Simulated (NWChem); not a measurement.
Molecule: C2H3O2, doublet; SMILES CC([O])=O

```xyz
7

C      0.0213     1.3381    -0.0073
C     -0.0076    -0.1491    -0.0049
O     -1.0468    -0.8331     0.1133
O      1.0127    -0.8682    -0.1012
H      0.3780     1.6894     0.9730
H     -0.9848     1.7381    -0.1897
H      0.7238     1.6963    -0.7728
```
Atoms are numbered in this order, from 1.

Program: NWChem. Geometry optimised at PBE0/def2-SVP; all other runs use it. Pople sets run with spherical d functions. Spin-unrestricted.

| quantity | level | value |
|---|---|---|
| A(iso) 17O atom 4 (MHz) | UHF/def2-TZVP | -64.4 |
| solvation free energy (kcal/mol) in cyclohexane | PBE0/6-31G*, SMD | -3.6 |
| highest occupied level (eV) | revPBE/6-31G* | … |
| charge (e), ESP C1 | UHF/6-31G* | … |
| dipole (D) | PBE0/def2-SVP | 3.20 |
| highest harmonic frequency (cm⁻¹) | PBE0/def2-SVP | … |

**Question.** Fill in the missing entries.

**Answer.** 
- highest occupied level (eV), value: -7.05
- charge (e), ESP C1, value: -0.29
- highest harmonic frequency (cm⁻¹), value: 3200
